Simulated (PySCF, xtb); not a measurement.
CH3F2O2Ta, SMILES C[O][Ta](=[O])([F])[F], multiplicity 1.

GFN2-xTB run with xtb at its own geometry gives an orbital gap of 4.67 eV and a dipole moment of 5.70 D.

Coordinates come from a B3LYP-D3(BJ)/def2-SVP optimisation. The spin state was assumed, not searched. The structure was generated by enumeration; whether it is a known compound was not checked. The def2 effective core potentials stand for the cores of Ta; spin–orbit coupling is left out. Other conformers were not sampled.

What does PySCF with CAM-B3LYP/def2-TZVP give? (Estimate from the structure and the level; the computed values follow.)

gap 10.93 eV (levels -10.85 and 0.08 eV), dipole 3.39 D.
